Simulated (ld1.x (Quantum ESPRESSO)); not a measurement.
## What the settings do to the TM potential of Tl

Base potential:

- Element: Tl
- Generator: ld1.x (Quantum ESPRESSO) 7.5
- Type: norm-conserving Troullier–Martins (Kleinman–Bylander form)
- Functional: LDA (PZ)
- Relativity: fully relativistic
- Frozen core: [Xe] 4f14
- Valence charge: 13
- Reference configuration: 5d10 6s1.5 6p1.5
- Partial waves: 6p (bound): rc 2.65 bohr; 5d (bound): rc 2.10 bohr; 6s (bound): rc 1.55 bohr
- Local potential: the s channel
- Core correction: Bessel-smoothed model core inside 0.95 bohr

Open shells are filled in proportion to 2j + 1 (rel_dist='average').

All-electron outer shells of the reference configuration (LDA (PZ), scalar-relativistic, ld1.x):

| shell | level (eV) | outermost node (bohr) | outermost maximum (bohr) |
| --- | --- | --- | --- |
| 4f | -115.41 | – | 0.36 |
| 5p | -77.25 | 0.50 | 0.90 |
| 5d | -16.56 | 0.53 | 1.11 |
| 6s | -10.49 | 1.04 | 2.05 |
| 6p | -3.00 | 1.23 | 2.84 |

Cutoffs, loose and tight: the cutoffs (Ry, on a coarse ladder) from which the occupation-weighted sum of valence levels, in a spherical-Bessel basis at the reference potential, stays within 10 and 1 mRy of its value at 400 Ry. They do not see the model core or the augmentation charge, which bear on the density cutoff. Test errors are all-electron minus pseudo excitation energies from the reference, over the configurations 5d10 6s2 6p1; 5d10 6s2 6p0; 5d10 6s1 6p0; 5d10 6s0 6p0; 5d10 6s2 6p0.5; 5d10 6s1 6p1; 5d10 6s0 6p3. A dash means not determined; rows that change the core or the reference have their own tests.

A true bound ghost makes a file unfit for plane-wave use even where its test errors are small: the radial tests pick states by their node count and pass the ghost by.

| change | outcome | cutoff, loose | cutoff, tight | bound ghosts | largest test error (meV) |
| --- | --- | --- | --- | --- | --- |
| base | generated | 50 Ry | 140 Ry | none | -26 |
| wave 6p (bound): rc 2.65 bohr becomes 6p (bound): rc 2.10 bohr | generated | 50 Ry | 140 Ry | none | -26 |
| wave 6p (bound): rc 2.65 bohr becomes 6p (bound): rc 2.48 bohr | generated | 50 Ry | 140 Ry | none | -25 |
| wave 6p (bound): rc 2.65 bohr becomes 6p (bound): rc 2.84 bohr | generated | 50 Ry | 140 Ry | none | -29 |
| wave 6p (bound): rc 2.65 bohr becomes 6p (bound): rc 3.28 bohr | generated | 50 Ry | 140 Ry | p1/2 | -45 |
| wave 6p (bound): rc 2.65 bohr becomes 6p (bound): rc 3.66 bohr | generated | 50 Ry | 140 Ry | p1/2 | -78 |
| wave 6p (bound): rc 2.65 bohr becomes 6p (bound): rc 3.96 bohr | generated | 50 Ry | 140 Ry | p1/2 | -104 |

(1) What comes out with this change to the base: wave 6p (bound): rc 2.65 bohr becomes 6p (bound): rc 1.78 bohr?

Answers

(1) outcome: generated; cutoff, loose: 80 Ry; cutoff, tight: 140 Ry; bound ghosts: p1/2, p3/2; largest test error (meV): -28.

Reading the sweep of the p radius (base included, trends over the rows without a ghost): The loose cutoff stays near 50 Ry. The median size of the test errors (rows with all tests solved) rises from 1.9 meV at 2.1 to 4.6 meV at 2.84 bohr. More of the atom is replaced by a form fitted at one configuration, so other configurations suffer as the radius grows. Bound ghosts are found at 1.78, 3.28, 3.66, 3.96 bohr.
